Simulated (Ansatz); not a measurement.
`[NH2][GeH2][SiH2]O`, relaxed with RKS PBE-D4/def2-SVP in Ansatz 0.2.0 from a rough embedded geometry. The force threshold is 0.03 eV/Å; the program also tests the step.

Charge 0, multiplicity 1.

Start:

```xyz
11

N     0.312   -1.790    0.457
Ge    0.948   -0.288   -0.329
Si   -0.695    1.308   -0.197
O    -1.080    1.673    1.362
H    -0.482   -2.158   -0.073
H     1.086   -2.582    0.326
H     2.216    0.230    0.390
H     1.319   -0.553   -1.851
H    -1.922    0.843   -0.977
H    -0.230    2.567   -0.855
H    -1.472    0.750    1.746
```

(1) By how much does the energy fall, and how many steps does the optimiser take? (Estimate.)

(2) Which bonds change most? (Estimate.)

(3) Give the relaxed structure. (Estimate.)

## Answers

(1) Computed: 17.48 kcal/mol, in 16 steps, 1 of them rejected.

(2) Computed: Ge2–Si3 from 2.294 to 2.411 Å; N1–Ge2 from 1.811 to 1.913 Å; N1–H6 from 1.116 to 1.028 Å; O4–H11 from 1.073 to 1.009 Å.

(3) The calculation gave: 
```xyz
11

N     0.213   -1.396    0.697
Ge    0.943   -0.216   -0.621
Si   -0.790    1.431   -0.312
O    -1.468    0.768    1.068
H    -0.322   -2.168    0.276
H     0.935   -1.826    1.290
H     2.354    0.158   -0.084
H     1.117   -0.954   -1.983
H    -1.745    1.485   -1.480
H    -0.252    2.820   -0.090
H    -0.986   -0.102    1.239
```
